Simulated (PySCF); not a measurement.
Isomers of C3H11B2N and their computed core-level spectra.

Computed with PySCF, delta-SCF UKS SCAN, pcX-2 on the ionised atom, pcseg-1 elsewhere, spin-free X2C. Geometries: PBE0-D3(BJ)/def2-SVP; isolated species, one conformer each.

Line lists (1s up to Mg, 2p3/2 beyond; areas count atoms within a level, one atom standing for each set equivalent by bonding):
1. B 1s: 195.15 (area 1), 195.17 (area 1) eV; C 1s: 289.24 (area 1), 289.81 (area 1), 291.78 (area 1) eV; N 1s: 405.00 eV
2. B 1s: 195.72 (area 1), 196.03 (area 1) eV; C 1s: 290.05 (area 1), 290.48 (area 2) eV; N 1s: 405.15 eV
3. B 1s: 195.55 (area 1), 195.57 (area 1) eV; C 1s: 289.94 (area 2), 290.03 (area 1) eV; N 1s: 404.58 eV

Structures:
A. `CB(NBC)C`
B. `BNBC(C)C`
C. `CBCBNC`

Which list belongs to which compound?

- 1 = C: no other candidate has these counts of sites. B 1s: 195.15 three-coordinate boron, 195.17 three-coordinate boron; C 1s: 289.24 sp3 carbon bound to boron, 289.81 sp3 carbon bound to boron, 291.78 N-methyl carbon; N 1s: 405.00 boron-bound nitrogen.
- 2 = B: another candidate has the same counts of sites, so positions decide. B 1s: 195.72 three-coordinate boron, 196.03 three-coordinate boron; C 1s: 290.05 sp3 carbon bound to boron, 290.48 methyl carbon (×2); N 1s: 405.15 boron-bound nitrogen.
- 3 = A: another candidate has the same counts of sites, so positions decide. B 1s: 195.55 three-coordinate boron, 195.57 three-coordinate boron; C 1s: 289.94 sp3 carbon bound to boron (×2), 290.03 sp3 carbon bound to boron; N 1s: 404.58 boron-bound nitrogen.
